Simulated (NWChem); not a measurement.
CH3BrOZn; SMILES C[O][Zn][Br]

```xyz
7

Zn     0.1250     0.4620     0.0000
Br    -0.0544    -1.7590     0.0000
O      0.4322     2.2038     0.0000
C     -0.5014     3.2334     0.0000
H     -1.1615     3.2339     0.8916
H      0.0282     4.2040     0.0000
H     -1.1615     3.2339    -0.8916
```
Atoms are numbered in this order, from 1.

Structure relaxed at the PBE0/def2-SVP level. Not confirmed as a minimum by frequencies.

Symmetry labels are those of Cs in the frame above (b1 and b2, or b-type labels, depend on it).

### Question
List the 4 lowest vertical singlet excitations from PBE0/6-31G* (spherical d), full TDDFT (NWChem).

### Answer
```json
[
 {"state": "S1", "energy (eV)": "4.66", "oscillator strength": "0.003", "symmetry": "a\"", "leading excitation (squared amplitude)": "HOMO → LUMO (0.99)"},
 {"state": "S2", "energy (eV)": "5.34", "oscillator strength": "0.052", "symmetry": "a'", "leading excitation (squared amplitude)": "HOMO−1 → LUMO (0.90)"},
 {"state": "S3", "energy (eV)": "5.85", "oscillator strength": "0.035", "symmetry": "a'", "leading excitation (squared amplitude)": "HOMO−2 → LUMO (0.97)"},
 {"state": "S4", "energy (eV)": "5.86", "oscillator strength": "0.031", "symmetry": "a\"", "leading excitation (squared amplitude)": "HOMO−3 → LUMO (0.96)"}
]
```
